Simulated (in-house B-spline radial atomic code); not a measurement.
PBE0 excitations of the chlorine ion Cl⁷⁺

Method: PBE0. Computed with an all-electron radial atomic-structure program (B-spline basis): linear response of the closed shell [He] 2s2 2p6 with the functional's adiabatic kernel; scalar-relativistic (spin-free one-electron X2C), finite nucleus, no spin-orbit coupling, no double excitations, S, P, D and F terms only. Only terms of natural parity with L up to 3 were computed.

Command:
```bash
python run_td.py task.json out
```
Settings (radii: box in bohr, nucleus in fm):
```
Z                        17
electrons                10
configuration            [He] 2s2 2p6
hamiltonian              x2c
method                   pbe0
box_radius               12.81
rms_radius               3.3654
intervals                71
```

Time taken, with all properties: 0.6 s on 1 thread of Arm Neoverse N1 (shared host).

The lowest states, in the order of their Tamm-Dancoff energies; the method's threshold (minus the highest occupied level) is 330.42 eV. Labels give the largest channel, * marks a mixed state, and oscillator strengths are full-response dipole values. Semilocal kernels can invert the small singlet-triplet splittings of Rydberg terms. Energies in eV:

```tsv
state	full response	Tamm-Dancoff	oscillator strength
2p → 3s 3P	203.34	203.36	-
2p → 3s 1P	204.91	204.93	0.209
2p → 3p 3S	217.04	217.09	-
2p → 3p 3D	218.64	218.66	-
2p → 3p 1D	219.88	219.88	-
2p → 3p 1S	228.36	228.97	-
2p → 3d 3P	239.01	239.02	-
2p → 3d 3F	239.46	239.48	-
2p → 3d 1F	240.44	240.44	-
2p → 3d 1P	244.21	244.37	1.65
2s → 3s 3S	266.09	266.10	-
2p → 4s 3P	268.60	268.61	-
2s → 3s 1S	268.83	268.92	-
2p → 4s 1P	269.07	269.08	0.0355
2p → 4p 3S	?	?	-
2p → 4p 3D	274.21	274.22	-
2p → 4p 1D	274.60	274.60	-
2p → 4p 1S	278.02	278.33	-
2p → 4d 3P	281.36	281.36	-
2p → 4d 3F	?	?	-
2s → 3p 3P	281.91	281.92	-
2p → 4d 1F	281.97	281.97	-
```

Problem. Where does 2p → 4d 3F lie?

Solution. At 281.60 eV in full response, 281.61 eV in Tamm-Dancoff.

Problem. Where does 2p → 4p 3S lie?

Solution. At 273.87 eV in full response, 273.89 eV in Tamm-Dancoff.

Problem. How large is the singlet-triplet splitting of 2p → 3s (P terms) in Tamm-Dancoff?

Solution. 1.58 eV, from the unrounded values.

Problem. What polarisabilities and dispersion coefficient does the method give?

Solution. Dipole 0.05213 bohr³, quadrupole 0.01827 bohr⁵, C6 0.02242 hartree·bohr⁶ for two such species.
